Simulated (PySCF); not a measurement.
Compound: C₅H₁₈Si₄.
Numbering: `[CH3:1][C@H:2]1[CH2:3][C@H:4]([Si@@H:5]([SiH3:6])[SiH2:7][SiH3:8])[CH2:9]1`

Definitions: NICS(0) = −σiso at the ring centroid; NICS(1) = −σiso and NICS(1)zz = −σzz at ±1 Å along the ring normal z. Level: GIAO CAM-B3LYP/pcSseg-1 (PySCF, non-relativistic, gas phase) on the PBE0-D3(BJ)/def2-SVP geometry, one conformer.

Ring bond lengths (Å): C2–C3 1.543, C3–C4 1.549, C4–C9 1.548, C9–C2 1.543.

Task: Give the NICS values of each ring in ppm.

Result: 
```csv
ring,type,NICS(0),"NICS(1), two faces","NICS(1)zz, two faces",rms pucker (Å),"centre to ring atoms, mean (Å)"
C2–C3–C4–C9,4-membered carbocycle; formal bonds all single,-2.2,-1.8 / -0.9,-0.3 / 2.9,0.11,1.09
```

Task: What do they say, and how far can they be read as aromaticity?

Result: 
- C2–C3–C4–C9: mean NICS(1)zz 1.3 ppm, near zero. C2, C3, C4, C9 have four or more neighbours, so the value isn't read as a sign of a π ring current. The two faces differ by 3.2 ppm, so no symmetry operation interchanges them.

Task: At the first NICS(1) probe listed for ring C2–C3–C4–C9, 1 Å off the ring, what do the in-plane components average?

Result: The isotropic value is a third of the trace: (3 × -1.8 − (-0.3))/2 = -2.6 ppm.

Task: List the ring angles.

Result: 
- C2–C3–C4–C9: C2 88.7°, C3 89.0°, C4 88.4°, C9 89.0°; sum 355.1° against 360° for a flat convex ring.

Task: How do the values depend on the level or the medium?

Result: 
```tsv
level	NICS(0), C2–C3–C4–C9	mean NICS(1)zz, C2–C3–C4–C9
CAM-B3LYP/pcSseg-1, gas	-2.2	1.3
PBE0/pcSseg-1, gas	-2.4	1.3
```

The geometry is the same throughout.

Conformer computed: `[CH3:1][C@H:2]1[CH2:3][C@H:4]([Si@@H:5]([SiH3:6])[SiH2:7][SiH3:8])[CH2:9]1`: C3–C4–Si5–Si6 -54°, C4–Si5–Si7–Si8 50°.
